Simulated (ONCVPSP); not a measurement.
**molybdenum (Mo): excitation energies, all-electron against ONCV**

Mo, optimised norm-conserving Vanderbilt (ONCV), made with ONCVPSP 4.0.1 (PBE, scalar-relativistic). Core [Kr], reference 4d5 5s1. Waves: 5s: rc 2.60 bohr, ncon 3, nbas 7, qcut 2 1/bohr, local; p scattering state at 0.06 Ha: rc 2.60 bohr, ncon 4, nbas 7, qcut 2.9 1/bohr, 2 projectors, debl 0.7 Ha; 4d: rc 2.65 bohr, ncon 4, nbas 9, qcut 5.3 1/bohr, 2 projectors, debl 2.5 Ha. Local part: the s channel. Core correction: Teter function, fcfact 5, rcfact 1.4.

Energies are relative to the spin-unpolarised reference configuration 4d5 5s1; without spin polarisation the order of configurations can differ from experiment.

```csv
valence configuration,charge,ΔE all-electron (eV),error AE − PS (meV)
4d5 5s0,+1,6.890,-21
4d4 5s0,+2,22.352,-113
4d4 5s1 5p1,0,3.740,-38
```

Question: What are ΔE and the potential's error for 4d3 5s0?

Answer: ΔE = 49.096 eV all-electron; the error (AE − PS) is -370 meV.

Levels in the configuration 4d4 5s1 5p1:

```json
{"level": "4d", "all-electron (eV)": "-6.920", "pseudo (eV)": "-7.002"}
{"level": "5s", "all-electron (eV)": "-5.729", "pseudo (eV)": "-5.739"}
{"level": "5p", "all-electron (eV)": "-2.091", "pseudo (eV)": "-2.075"}
```

Note: ghosts flagged at negative energy: p at -17.9 eV; no localised positive-energy state flagged. A true bound ghost makes a file unfit for plane-wave use.
